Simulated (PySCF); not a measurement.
A structure optimised at B3LYP-D3(BJ)/def2-SVP, used in a PySCF frequency run:

```xyz
9

Zr    -0.2015     0.0168     0.0000
F      0.3365    -0.8288     1.6622
F      0.3365    -0.8288    -1.6622
F     -0.1086     1.9355     0.0000
O     -2.0865    -0.3328     0.0000
H     -3.0200    -0.5503     0.0000
O      2.1968     0.0936     0.0000
H      2.5580    -0.3550    -0.7798
H      2.5580    -0.3550     0.7798
```
Charge 0, spin multiplicity 1.

### Question
Write its SMILES, formula and point group.

### Answer
[OH][Zr](<-[OH2])([F])([F])[F], F₃H₃O₂Zr, Cs

### Question
What are its rotational constants (standard atomic weights)?

### Answer
2.4539, 1.8235, 1.7819 GHz
